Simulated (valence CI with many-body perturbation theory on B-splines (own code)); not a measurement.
**S11+: electric-dipole lines**

Calculated by relativistic CI+MBPT: three valence electrons over a frozen Dirac-Fock core [He], a basis of 11 s, 11 p, 9 d, 7 f, 5 g, 2 h, 1 i functions for each j, with the one-electron correlation potential Σ1, the two-electron term Σ2, the three-electron term Σ3, Breit, model QED; selected CI, second order for the rest, scaled by the run's own slope (own B-spline code, finite nucleus).

No measured spectrum was set against this ion. As an estimate, levels of excited configurations hold to 0.05 to 0.15 % of their energy, terms of the ground configuration to about 0.5 %.

Lines 201 to 240 of 240 in falling wavelength, among levels below 393.56 eV, chosen from the strongest by gf and those to the six lowest levels. Wavelengths and rates use the calculated energies, so an error of 300 cm⁻¹ moves a line at 3.537 nm by 0.011 % and its rate by three times that or more. Electric multipoles are in the length gauge, E1 and E2 with the static RPA response of the core. Weak lines are less certain than strong ones. Lines between different terms over intervals too small for the method are left out, as are lines whose strength nearly cancels. Where a level lies close to another of its J and parity, the split of strength between their lines is uncertain. The highest levels of a list are the least certain.

Names give the largest LS component (configuration and term), which can be under half, so a name can repeat, a term be missing and a line seem to break the LS rules; names also repeat where a configuration has a term twice. Letters in brackets count levels of one name in rising energy.

```tsv
λ vac (nm)	Upper	Lower	A (s⁻¹)	S (a.u.) with core polarisation	S without
3.537	2p2 3p 2S°_1/2	2s 2p2 2D_3/2	7.52e+09	3.29e-04	3.28e-04
3.532	2s 2p 3p 4D_1/2	2s2 2p 2P°_3/2	7.89e+10	3.43e-03	3.42e-03
3.527	2s 2p 3p 4D_3/2	2s2 2p 2P°_3/2	1.92e+11	1.66e-02	1.66e-02
3.522	2s 2p 3p 2P_1/2 [a]	2s2 2p 2P°_3/2	1.20e+11	5.16e-03	5.15e-03
3.520	2s 2p 3p 2P_3/2 [a]	2s2 2p 2P°_3/2	3.42e+11	2.94e-02	2.93e-02
3.516	2s 2p 3p 4D_1/2	2s2 2p 2P°_1/2	2.19e+11	9.41e-03	9.38e-03
3.511	2s 2p 3p 4D_3/2	2s2 2p 2P°_1/2	5.94e+10	5.08e-03	5.06e-03
3.506	2s 2p 3p 2P_1/2 [a]	2s2 2p 2P°_1/2	3.41e+11	1.45e-02	1.45e-02
3.504	2s 2p 3p 2P_3/2 [a]	2s2 2p 2P°_1/2	1.19e+11	1.01e-02	1.01e-02
3.497	2s 2p 3p 4S_3/2	2s2 2p 2P°_3/2	2.09e+10	1.77e-03	1.76e-03
3.484	2s 2p 3p 4P_1/2	2s2 2p 2P°_3/2	1.37e+09	5.70e-05	5.69e-05
3.481	2s 2p 3p 4S_3/2	2s2 2p 2P°_1/2	8.96e+09	7.46e-04	7.44e-04
3.479	2s 2p 3p 4P_3/2	2s2 2p 2P°_3/2	3.18e+09	2.65e-04	2.64e-04
3.475	2s 2p 3p 4P_5/2	2s2 2p 2P°_3/2	2.54e+10	3.16e-03	3.15e-03
3.469	2s 2p 3p 2D_3/2 [a]	2s2 2p 2P°_3/2	1.92e+11	1.59e-02	1.58e-02
3.469	2s 2p 3p 4P_1/2	2s2 2p 2P°_1/2	2.92e+09	1.20e-04	1.20e-04
3.463	2s 2p 3p 4P_3/2	2s2 2p 2P°_1/2	3.77e+09	3.09e-04	3.08e-04
3.459	2s 2p 3p 2D_5/2 [a]	2s2 2p 2P°_3/2	8.25e+11	1.01e-01	1.01e-01
3.453	2s 2p 3p 2D_3/2 [a]	2s2 2p 2P°_1/2	6.53e+11	5.31e-02	5.29e-02
3.428	2s 2p 3p 2S_1/2 [a]	2s2 2p 2P°_3/2	6.27e+11	2.49e-02	2.49e-02
3.421	2s 2p 3d 2F°_7/2 [b]	2s 2p2 4P_5/2	5.39e+08	8.52e-05	8.51e-05
3.413	2s 2p 3p 2S_1/2 [a]	2s2 2p 2P°_1/2	2.57e+11	1.01e-02	1.01e-02
3.361	2p2 3p 2S°_1/2	2s 2p2 4P_3/2	6.92e+09	2.60e-04	2.59e-04
3.356	2p2 3p 2S°_1/2	2s 2p2 4P_1/2	9.84e+09	3.67e-04	3.65e-04
3.294	2s 2p 3p 2P_1/2 [b]	2s2 2p 2P°_3/2	1.17e+11	4.13e-03	4.12e-03
3.294	2s 2p 3p 2D_3/2 [b]	2s2 2p 2P°_3/2	1.15e+11	8.13e-03	8.10e-03
3.292	2s 2p 3p 2D_5/2 [b]	2s2 2p 2P°_3/2	7.99e+10	8.44e-03	8.39e-03
3.291	2s 2p 3p 2P_3/2 [b]	2s2 2p 2P°_3/2	1.42e+11	9.96e-03	9.94e-03
3.280	2s 2p 3p 2P_1/2 [b]	2s2 2p 2P°_1/2	1.49e+11	5.19e-03	5.17e-03
3.280	2s 2p 3p 2D_3/2 [b]	2s2 2p 2P°_1/2	1.01e+10	7.06e-04	6.99e-04
3.276	2s 2p 3p 2P_3/2 [b]	2s2 2p 2P°_1/2	7.95e+10	5.52e-03	5.50e-03
3.269	2s 2p 3p 2S_1/2 [b]	2s2 2p 2P°_3/2	7.83e+10	2.70e-03	2.70e-03
3.255	2s 2p 3p 2S_1/2 [b]	2s2 2p 2P°_1/2	5.05e+10	1.72e-03	1.72e-03
3.230	2p2 3s 4P_3/2	2s2 2p 2P°_3/2	6.20e+08	4.12e-05	4.11e-05
3.223	2p2 3s 4P_5/2	2s2 2p 2P°_3/2	3.23e+08	3.20e-05	3.19e-05
3.221	2p2 3s 4P_1/2	2s2 2p 2P°_1/2	9.86e+08	3.25e-05	3.25e-05
3.186	2p2 3s 2P_1/2	2s2 2p 2P°_3/2	1.80e+10	5.75e-04	5.74e-04
3.178	2p2 3s 2P_3/2	2s2 2p 2P°_3/2	3.80e+10	2.41e-03	2.41e-03
3.172	2p2 3s 2P_1/2	2s2 2p 2P°_1/2	3.68e+10	1.16e-03	1.16e-03
3.165	2p2 3s 2P_3/2	2s2 2p 2P°_1/2	1.24e+10	7.74e-04	7.72e-04
```
